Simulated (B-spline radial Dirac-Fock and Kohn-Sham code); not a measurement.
**L1 emission of Mn²⁺**

System: the Mn²⁺ ion, [Ar] 3d5, inside a Watson sphere of charge -2 and radius 2.7 Å (a model of the Madelung potential; inside it an electron's potential energy is raised by 10.7 eV).

Input of the calculation (task.json; shells as n, l, electrons):

```json
{"items": [{
  "Z": 25,
  "q": 2,
  "cfg": [[1, 0, 2], [2, 0, 2], [2, 1, 6], [3, 0, 2], [3, 1, 6], [3, 2, 5]],
  "A": 55,
  "rrms": 3.7057,
  "watson": [-2, 2.7],
  "do": ["binding", "quiet", "decay"],
  "holes": ["K", "L1", "L2", "L3", "M1", "M2", "M3"]
}]}
```

Run with: `python xray_run.py task.json out`

The computed values come from a radial finite-basis atomic code: independent-particle rates on relativistic LDA orbitals of the hole state (multipoles up to L = 3, Coulomb Auger matrix elements, transition energies from Dirac-Fock).

```tsv
line	multipole	energy (eV)	rate (s⁻¹)	share (%)
L1-L2	E1	120.8	3.95e+10	1.09
L1-L3	E1	131.0	1.02e+11	2.83
Lβ4 (L1-M2)	E1	721.0	1.20e+12	33.3
Lβ3 (L1-M3)	E1	722.2	2.26e+12	62.7
L1-M4	E2	774.2	1.49e+09	0.0412
L1-M5	E2	774.3	2.22e+09	0.0614
```

The listed lines hold 100.0 % of the radiative rate. The radiative width is 0.00238 eV in the length form and 0.00231 eV in the velocity form; the two differ because the transition energies are not eigenvalue differences of the potential that gave the orbitals.
